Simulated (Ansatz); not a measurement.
Molecule: CH4BO2, charge 0, multiplicity 2. It need not be the lowest isomer of its formula. 
Coordinates optimised at B3LYP-D3(BJ)/def2-TZVP (Ansatz, a program for electronic structure):
```xyz
8

B     -0.0430     0.0028     0.0042
C      1.4937    -0.0976    -0.1459
O     -0.7870     0.9563    -0.6403
O     -0.7654    -0.8549     0.7920
H      2.0913    -0.8488     0.3601
H      2.0743     0.5767    -0.7671
H     -0.2648     1.5478    -1.1872
H     -0.2282    -1.5156     1.2353
```
Charge 0, spin multiplicity 2.

Total electronic energies in hartree. Cores are frozen in the correlated levels unless marked. Open shells are spin-unrestricted. No spin-orbit coupling. Non-relativistic. Basis-set limits of correlation are two-point, X^-3; Hartree-Fock from the larger set. The bracket is a focal-point correction in the basis named.

| level | program | energy (Eh) |
|---|---|---|
| revPBE-D4/def2-TZVPD | Ansatz + dftd4 | -215.90291 |
| r2SCAN/def2-TZVPD | Ansatz | -215.84809 |
| r2SCAN-D4/def2-TZVPD | Ansatz + dftd4 | -215.84904 |
| PBE0-D4/def2-TZVPD | Ansatz + dftd4 | -215.71784 |
| HSE06-D3(BJ)/def2-TZVPD | Ansatz + dftd3 | -215.70621 |
| CAM-B3LYP-D4/def2-TZVPD | Ansatz + dftd4 | -215.87920 |
| RI-MP2/aug-cc-pVTZ | Ansatz | -215.50913 |
| SCS-MP2/aug-cc-pVDZ | Ansatz | -215.30521 |
| RI-MP2/CBS(aug-cc-pVTZ,aug-cc-pVQZ)+[CCSD(T)-MP2]/aug-cc-pVTZ | Ansatz | -215.6565 |

Totals of different functionals don't rank their quality; only differences between species are comparable.
